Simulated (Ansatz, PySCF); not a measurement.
Reaction (SMILES): CCN -> [CH3] (CH3) + [CH2]N (the C-C bond at the site shown breaks; other sites are not compared here)
Geometries: B3LYP-D3(BJ)/def2-TZVP minima from Ansatz (a program for electronic structure), one conformer each, not searched for the lowest.

Property: bond dissociation energy (electronic energy difference), in kJ/mol. Valence correlation only, unless marked. Open shells are spin-unrestricted. Spin-orbit coupling is left out. No relativistic terms. CBS(X,Y): correlation extrapolated as X^-3; Hartree-Fock from the larger set. [CCSD(T)-MP2]/basis is that difference in the basis named.

```json
[
 {"level": "HF/def2-TZVPD", "program": "PySCF", "bond dissociation energy (kJ/mol)": "250.2"}
]
```

**Question.** Predict the RI-MP2/CBS(aug-cc-pVTZ,aug-cc-pVQZ)+[CCSD(T)-MP2]/aug-cc-pVTZ result (Ansatz).

**Answer.** 372.3 kJ/mol
